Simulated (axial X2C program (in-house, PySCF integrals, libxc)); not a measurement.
## Low determinants of LiTa⁺ at the PBE0 level, 2c

Calculated with an in-house all-electron X2C program for linear molecules (integrals from PySCF). Two-component (2c) means X2C with spin–orbit coupling and atomic mean-field two-electron Coulomb and Gaunt terms. Basis: Ta dyall-v3z [13s14p9d7f2g], Li dyall-v3z [7s8p2d] (cores contracted in-house); Gaussian nuclei, density fitting, unrestricted open shells. Masses: Ta 180.948 u, Li 7.016 u.

Search at 2.950 Å (vertical energies from the lowest determinant):

```json
{"ΔE (eV)": "0.00", "state": "Ω = 3/2", "electrons beyond evenly filled partner blocks": "ω = 3/2", "electrons in ±ω = 1/2, 3/2, 5/2, 7/2": "44 21 8 2"}
{"ΔE (eV)": "0.07", "state": "Ω = 1/2", "electrons beyond evenly filled partner blocks": "ω = 1/2", "electrons in ±ω = 1/2, 3/2, 5/2, 7/2": "43 22 8 2"}
{"ΔE (eV)": "0.23", "state": "Ω = 3/2", "electrons beyond evenly filled partner blocks": "ω = 1/2, ω = -3/2, ω = 5/2", "electrons in ±ω = 1/2, 3/2, 5/2, 7/2": "43 21 9 2"}
{"ΔE (eV)": "0.45", "state": "Ω = 1/2", "electrons beyond evenly filled partner blocks": "ω = -1/2, ω = -3/2, ω = 5/2", "electrons in ±ω = 1/2, 3/2, 5/2, 7/2": "43 21 9 2"}
{"ΔE (eV)": "0.53", "state": "Ω = 7/2", "electrons beyond evenly filled partner blocks": "ω = -1/2, ω = 3/2, ω = 5/2", "electrons in ±ω = 1/2, 3/2, 5/2, 7/2": "43 21 9 2"}
{"ΔE (eV)": "0.58", "state": "Ω = 5/2", "electrons beyond evenly filled partner blocks": "ω = 5/2", "electrons in ±ω = 1/2, 3/2, 5/2, 7/2": "44 20 9 2"}
{"ΔE (eV)": "0.66", "state": "Ω = 1/2", "electrons beyond evenly filled partner blocks": "2 × ω = -1/2, ω = 3/2", "electrons in ±ω = 1/2, 3/2, 5/2, 7/2": "44 21 8 2"}
```

Lowest determinant, Ω = 3/2 (⟨Sz⟩ = -1.44, ⟨Lz⟩ = 2.94 at PBE0): Re = 2.943 Å, ωe = 275.0 cm⁻¹.

The determinant in row 2 of the search, Ω = 1/2 (⟨Sz⟩ = -1.44, ⟨Lz⟩ = 1.94 at PBE0), was followed along the bond at PBE0; measured from the minimum of the lowest determinant it gives:

Te = 0.070 eV (567 cm⁻¹), Re = 2.969 Å, ωe = 249.0 cm⁻¹.

Task: Compare the bond of the determinant in row 2 with that of the lowest one.

Result: At PBE0 its Re is 0.026 Å longer and its force constant, which goes as ωe², is 0.82 times that of the lowest determinant. T0 ≈ Te + Δωe/2 = 567 + (-13) = 554 cm⁻¹.

The search compares states at one distance, so a state with another bond length can lie lower; it is not exhaustive and yields mostly the lowest determinant of each block pattern, so other components and higher states of one pattern are missing. These are energies of single determinants, not of spin-adapted states; PBE0 term energies can be off by some tenths of an eV, and the functional has no current term. The lowest determinant need not be the ground state where others lie within half an eV.
